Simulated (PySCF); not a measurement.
(1Z,3Z)-1,4-difluorobuta-1,3-diene (C₄H₄F₂), SMILES C(=C/F)/C=C\F.

The structure is a stationary point at PBE-D3(BJ)/def2-SVP. The values are those of a single conformer.

All values below come from PBE-D3(BJ)/def2-SVP (PySCF).

No scaling factor is applied to the harmonic values.

Question: Give all harmonic wavenumbers and intensities. (The exact figures need the calculation; the answer reports its results.)

Answer: 
```json
[
 {"mode": "1", "ν (cm⁻¹)": "91", "IR (km/mol)": "1.3", "moving atoms (share of kinetic energy)": "F 48 %, C 43 %, H 9 %"},
 {"mode": "2", "ν (cm⁻¹)": "152", "IR (km/mol)": "5.6", "moving atoms (share of kinetic energy)": "F 46 %, C 43 %, H 11 %"},
 {"mode": "3", "ν (cm⁻¹)": "220", "IR (km/mol)": "0.0", "moving atoms (share of kinetic energy)": "F 75 %, C 22 %"},
 {"mode": "4", "ν (cm⁻¹)": "327", "IR (km/mol)": "18.7", "moving atoms (share of kinetic energy)": "C 58 %, H 34 %"},
 {"mode": "5", "ν (cm⁻¹)": "566", "IR (km/mol)": "0.0", "moving atoms (share of kinetic energy)": "C 66 %, H 27 %"},
 {"mode": "6", "ν (cm⁻¹)": "628", "IR (km/mol)": "5.7", "moving atoms (share of kinetic energy)": "C 62 %, F 27 %, H 10 %"},
 {"mode": "7", "ν (cm⁻¹)": "752", "IR (km/mol)": "50.0", "moving atoms (share of kinetic energy)": "H 68 %, C 30 %"},
 {"mode": "8", "ν (cm⁻¹)": "753", "IR (km/mol)": "0.0", "moving atoms (share of kinetic energy)": "C 79 %, H 11 %, F 9 %"},
 {"mode": "9", "ν (cm⁻¹)": "772", "IR (km/mol)": "0.0", "moving atoms (share of kinetic energy)": "H 71 %, C 28 %"},
 {"mode": "10", "ν (cm⁻¹)": "882", "IR (km/mol)": "0.0", "moving atoms (share of kinetic energy)": "H 71 %, C 29 %"},
 {"mode": "11", "ν (cm⁻¹)": "913", "IR (km/mol)": "2.4", "moving atoms (share of kinetic energy)": "H 85 %, C 15 %"},
 {"mode": "12", "ν (cm⁻¹)": "963", "IR (km/mol)": "0.0", "moving atoms (share of kinetic energy)": "C 52 %, F 26 %, H 23 %"},
 {"mode": "13", "ν (cm⁻¹)": "1048", "IR (km/mol)": "171.3", "moving atoms (share of kinetic energy)": "H 43 %, C 30 %, F 26 %"},
 {"mode": "14", "ν (cm⁻¹)": "1142", "IR (km/mol)": "0.0", "moving atoms (share of kinetic energy)": "C 47 %, H 46 %"},
 {"mode": "15", "ν (cm⁻¹)": "1199", "IR (km/mol)": "142.2", "moving atoms (share of kinetic energy)": "H 61 %, C 25 %, F 14 %"},
 {"mode": "16", "ν (cm⁻¹)": "1237", "IR (km/mol)": "0.0", "moving atoms (share of kinetic energy)": "H 73 %, C 15 %, F 13 %"},
 {"mode": "17", "ν (cm⁻¹)": "1308", "IR (km/mol)": "6.5", "moving atoms (share of kinetic energy)": "H 77 %, C 22 %"},
 {"mode": "18", "ν (cm⁻¹)": "1406", "IR (km/mol)": "0.0", "moving atoms (share of kinetic energy)": "H 50 %, C 48 %"},
 {"mode": "19", "ν (cm⁻¹)": "1642", "IR (km/mol)": "164.0", "moving atoms (share of kinetic energy)": "C 93 %"},
 {"mode": "20", "ν (cm⁻¹)": "1696", "IR (km/mol)": "0.0", "moving atoms (share of kinetic energy)": "C 93 %"},
 {"mode": "21", "ν (cm⁻¹)": "3124", "IR (km/mol)": "0.0", "moving atoms (share of kinetic energy)": "H 92 %"},
 {"mode": "22", "ν (cm⁻¹)": "3128", "IR (km/mol)": "5.6", "moving atoms (share of kinetic energy)": "H 92 %"},
 {"mode": "23", "ν (cm⁻¹)": "3143", "IR (km/mol)": "0.0", "moving atoms (share of kinetic energy)": "H 91 %, C 9 %"},
 {"mode": "24", "ν (cm⁻¹)": "3147", "IR (km/mol)": "11.4", "moving atoms (share of kinetic energy)": "H 91 %, C 9 %"}
]
```
